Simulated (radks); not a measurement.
The lutetium ion Lu15+, 56 electrons, occupied as [Kr] 4d10 4f10. Calculated with a radial shooting solver on a logarithmic mesh with Libxc functionals: Dirac Kohn-Sham, exchange-only PBE, spin-unpolarised, spherical densities, finite nucleus; open shells fill j = l - 1/2 first; Fermi nuclear charge, rms radius 5.37 fm. Some entries of the table are withheld. Estimate them.

orbital  occ.  eigenvalue (Ry)  <r^2> (bohr^2)  <1/r> (bohr^-1)
1s1/2       2        -4665.587       0.0005122            82.18
2s1/2       2        -813.8129        0.007861            19.88
2p1/2       2        -778.0221        0.005640            19.86
2p3/2       4        -695.8610        0.006849            16.96
3s1/2       2        -203.0154         0.05155            7.294
3p1/2       2        -187.1516         0.04748            7.211
3p3/2       4        -169.6152         0.05417            6.466
3d3/2       4        -142.6402         0.04230            6.355
3d5/2       6        -138.8102         0.04414            6.176
4s1/2       2        -59.11366          0.2529            3.085
4p1/2       2        -52.61320          0.2609              (1)
4p3/2       4        -48.50594          0.2945              (2)
4d3/2       4        -37.75188          0.3170            2.531
4d5/2       6        -36.97776          0.3286            2.471
5s1/2       0        -24.31485           1.083            1.396
4f5/2       6        -23.49707             (3)            2.123
4f7/2       4        -23.34633             (4)            2.102
5p1/2       0        -21.96832           1.188            1.322
5p3/2       0        -20.96002           1.302            1.246

Answer. 
(1) 4p1/2 <1/r> (bohr^-1): 2.981
(2) 4p3/2 <1/r> (bohr^-1): 2.728
(3) 4f5/2 <r^2> (bohr^2): 0.3881
(4) 4f7/2 <r^2> (bohr^2): 0.3946
